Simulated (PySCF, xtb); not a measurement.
Cl₂H₄SSi₂, SMILES Cl[SiH2]S[SiH2]Cl.

xtb with GFN2-xTB at its own geometry gives an orbital gap of 4.51 eV and a dipole moment of 2.86 D.

Geometry optimised at r2SCAN-D4/def2-SVP. The structure was generated by enumeration, and PubChem lists no compound with its InChIKey, so it may never have been made. The values are those of a single conformer.

**Question.** What does ωB97X/def2-TZVP (PySCF) give? (The exact figures need the calculation; the answer reports its results.)

**Answer.** gap 11.90 eV (levels -10.45 and 1.45 eV), dipole 0.07 D.
